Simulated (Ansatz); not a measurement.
F6Sb (SMILES [F][Sb-]([F])([F])([F])([F])[F]), charge -1, singlet, geometry from GFN2-xTB (all electrons, no relativity) (a gas-phase anion, which may not be bound at this level); BLYP/STO-3G run with Ansatz (a first-principles code).

Here is a job for Ansatz.
Ansatz 0.2 input:
```yaml
crystal:
  periodic: [false, false, false]
  atoms:
    - {symbol: F, position_ang: [-0.44409035, -1.33755003, -1.30118803]}
    - {symbol: Sb, position_ang: [0.00000000, -0.00000000, -0.00000000]}
    - {symbol: F, position_ang: [1.86128177, -0.22198035, -0.40706450]}
    - {symbol: F, position_ang: [0.13326868, -1.35684607, 1.34927937]}
    - {symbol: F, position_ang: [-0.13326868, 1.35684607, -1.34927937]}
    - {symbol: F, position_ang: [0.44409035, 1.33755003, 1.30118803]}
    - {symbol: F, position_ang: [-1.86128177, 0.22198035, 0.40706450]}
basis:
  gaussian:
    orbitals: STO-3G
    point_charges:
      - {charge: -1.0, position_ang: [2.3983, -4.0746, 1.3541]}
hamiltonian:
  xc: blyp
total_charge: -1
```

Output, abridged:

```
Functional definition: BLYP
728 factors; integrals over basis functions are off by at most 3.6e-5 eV
mean field evaluation 1: about -186209.6139 eV, gradient 2.2e1 eV
mean field evaluation 2: about -186210.6695 eV, gradient 1.8e1 eV
mean field evaluation 4: about -186212.1356 eV, gradient 4.9e-1 eV
mean field evaluation 8: about -186212.1052 eV, gradient 8.2e-3 eV
mean field -186212.10516168 eV, -6843.1686455934 hartree, gradient 1.5e-5 eV, S^2 0.000000; 0 other end points of the search recorded, 0 dependent functions left out
reference -186212.10532610 eV, -6843.1686516359 hartree; 53, 53 occupied and 4, 4 virtual orbitals, 728 factors
Total energy: -186212.10532610 eV, -6843.1686516359 hartree
```
